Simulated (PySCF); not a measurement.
## `InChI=1S/C3H8N2OSi/c4-7-5-2-1-3-6-7/h1,3,5,7H,2,4H2/t7-/m1/s1`

Molfile (atoms numbered from 1):
```
C3H8N2OSi
     RDKit          3D

 15 15  0  0  0  0  0  0  0  0999 V2000
    2.6359   -0.2796   -0.0860 N   0  0  0  0  0  0  0  0  0  0  0  0
    1.0512   -0.2587    0.5727 Si  0  0  2  0  0  4  0  0  0  0  0  0
    0.0221   -0.9407   -0.6168 N   0  0  0  0  0  0  0  0  0  0  0  0
   -1.3987   -0.6699   -0.5920 C   0  0  0  0  0  0  0  0  0  0  0  0
   -1.7211    0.7021   -0.0825 C   0  0  0  0  0  0  0  0  0  0  0  0
   -0.8764    1.5118    0.5366 C   0  0  0  0  0  0  0  0  0  0  0  0
    0.4101    1.2365    0.8264 O   0  0  0  0  0  0  0  0  0  0  0  0
    2.7772    0.0846   -1.0144 H   0  0  0  0  0  0  0  0  0  0  0  0
    3.3865    0.0116    0.5148 H   0  0  0  0  0  0  0  0  0  0  0  0
    1.1184   -0.9009    1.8851 H   0  0  0  0  0  0  0  0  0  0  0  0
    0.2279   -1.8526   -0.9901 H   0  0  0  0  0  0  0  0  0  0  0  0
   -1.9438   -1.4092    0.0225 H   0  0  0  0  0  0  0  0  0  0  0  0
   -1.7881   -0.7595   -1.6160 H   0  0  0  0  0  0  0  0  0  0  0  0
   -2.7341    1.0320   -0.2499 H   0  0  0  0  0  0  0  0  0  0  0  0
   -1.1713    2.5005    0.8676 H   0  0  0  0  0  0  0  0  0  0  0  0
  1  2  1  0
  2  3  1  0
  3  4  1  0
  4  5  1  0
  5  6  2  0
  6  7  1  0
  7  2  1  0
  1  8  1  0
  1  9  1  0
  2 10  1  1
  3 11  1  0
  4 12  1  0
  4 13  1  0
  5 14  1  0
  6 15  1  0
M  END
```

Method: GIAO HF/pcSseg-1 magnetisability, rotational g tensor and spin-rotation constants, non-relativistic, gas phase in PySCF. Geometry: GFN2-xTB.

(1) Give the nuclear spin-rotation constants along the inertial axes (H = +C I·J) beside the isotropic shieldings.

(2) How do the rotational constants and the g tensor change when H8, H9, H10, H11, H12, H13, H14, H15 are replaced by deuterium?

## Answers

(1) Rotational constants 4.1450, 1.9834, 1.4572 GHz. A star marks the isotopologue with that one atom substituted, in its own axes.
```
atom  isotope  Caa (kHz)  Cbb (kHz)  Ccc (kHz)  mean (kHz)  σ (ppm)
  N1      14N      0.152      0.078      0.046       0.092    244.7
  N3      14N      0.166      0.046      0.054       0.088    250.6
  H8       1H     -0.454     -0.252      0.009      -0.232     31.1
  H9       1H     -0.167     -0.160     -0.167      -0.165     31.4
 H10       1H     -0.335     -0.191      0.055      -0.157     28.0
 H11       1H     -0.460      0.004     -0.191      -0.216     31.6
 H12       1H     -0.393     -0.140      0.014      -0.173     28.5
 H13       1H     -0.370     -0.074     -0.048      -0.164     28.7
 H14       1H      0.351     -0.218     -0.178      -0.015     27.6
 H15       1H     -0.257      0.100     -0.149      -0.102     25.7
 Si2    29Si*     -2.251     -1.052     -0.745      -1.349    435.8
  C4     13C*      0.620      0.358      0.222       0.400    154.6
  C5     13C*      1.696      0.511      0.191       0.799     86.8
  C6     13C*      1.871      0.657      0.283       0.937     45.4
  O7     17O*     -0.635     -0.328     -0.049      -0.337    253.3
```
For the geometry as given, no vibrational averaging.

(2) Constants 3.4664, 1.6889, 1.2610 GHz; g -0.0261, -0.0147, -0.0074, against -0.0310, -0.0173, -0.0085 before.
